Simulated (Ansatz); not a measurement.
System: Br2, charge 0, singlet. Br2 (SMILES BrBr).
B3LYP-D3(BJ)/def2-TZVP minimum from Ansatz (a program for electronic structure):
```xyz
2

Br     0.0000     0.0000    -1.1579
Br     0.0000     0.0000     1.1579
```

Hartree-Fock and CCSD(T) correlation energies in hartree (Ansatz). Radicals and triplets start from unrestricted determinants; spin-orbit coupling is neglected. Correlated methods leave the cores frozen (noble-gas shells, and filled d and f shells in the p block). No relativity. Spin-orbit terms, left out, reach several kcal/mol for Br and I, and more for heavier atoms.

```tsv
basis	X	E(HF)	E(corr, CCSD(T))
cc-pVTZ	3	-5144.91462	-0.36457
cc-pVQZ	4	-5144.92097	-0.40214
cc-pV5Z	5	-5144.92172	withheld
```

### Question
Fit E(corr) = E∞ + A/X³ to X = 3 and 4, predict X = 5, and compare with the run.

### Answer
A = (-0.36457 - (-0.40214))/(1/27 - 1/64) = 1.7546; E∞ = -0.40214 - A/64 = -0.42956; at X = 5, E∞ + A/125 = -0.41552. The run gave -0.41512, 0.40 mEh above the prediction. The same form on X = 4 and 5 gives E∞ = -0.42874, 0.82 mEh above the first estimate.
